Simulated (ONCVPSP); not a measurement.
**Before and after: ONCV potential for Hg**

Hg, optimised norm-conserving Vanderbilt (ONCV), made with ONCVPSP 4.0.1 (PBEsol, scalar-relativistic). Core [Kr] 4d10 4f14, reference 5s2 5p6 5d10 6s2. Waves: 5s+6s: rc 1.50 bohr, ncon 4, nbas 7, qcut 10.6 1/bohr, 2 projectors; 5p: rc 1.50 bohr, ncon 4, nbas 7, qcut 7.2 1/bohr, 2 projectors, debl 2.3 Ha; 5d: rc 2.20 bohr, ncon 4, nbas 9, qcut 7.2 1/bohr, 2 projectors, debl 3.2 Ha. Local part: polynomial inside 1.00 bohr (lpopt 3, dvloc0 0 Ha). Core correction: Teter function, fcfact 5.25, rcfact 1.

In the p channel the program set the typed energies aside and used -2.445, 0.250 Ha.

Change: p: qcut 5.1.

Cutoffs: the cutoffs (Ha) at which the residual kinetic energy of the hardest occupied pseudo-wave falls to 1 and 0.1 mHa per electron; they do not see the model core or the augmentation charge, which bear on the density cutoff. Errors are all-electron minus pseudo energies relative to the spin-unpolarised reference configuration.

Task: What does the change do?

Result: The potential gets neither clearly harder nor softer (36 Ha and 42 Ha → 36 Ha and 42 Ha); the s channel sets the loose cutoff, while the largest relative change is in p, which becomes harder; the errors of the 4 common tests hardly move; neither file shows a bound ghost.

```csv
quantity,base,changed
"cutoff, loose",36 Ha,36 Ha
"cutoff, tight",42 Ha,42 Ha
loose cutoff by channel,"s 36 Ha, p 15 Ha, d 18 Ha","s 36 Ha, p 20 Ha, d 18 Ha"
bound ghosts,none,none
GHOST(+) flags under 300 eV,s at 262.0 eV,s at 262.0 eV
"error for 5s2 5p6 5d10 6s1, meV [ΔE 10.74 eV]",-3.3,-3.3
"error for 5s2 5p6 5d10 6s0, meV [ΔE 29.75 eV]",-9.4,-9.4
"error for 5s2 5p6 5d9 6s0, meV [ΔE 65.30 eV]",-20,-20
"error for 5s1 5p6 5d10 6s2, meV [ΔE 125.61 eV]",-302,-305
s: phases at 1.52 bohr within 0.05 rad from the reference energy up to (Ha; the scan ends near 5),to the end of the scan,to the end of the scan
p: phases at 1.52 bohr within 0.05 rad from the reference energy up to (Ha; the scan ends near 5),to the end of the scan,to the end of the scan
d: phases at 2.23 bohr within 0.05 rad from the reference energy up to (Ha; the scan ends near 5),to the end of the scan,to the end of the scan
"rms error of d²Exc/dni dnj with the model core, mHa",3.30,3.29
```
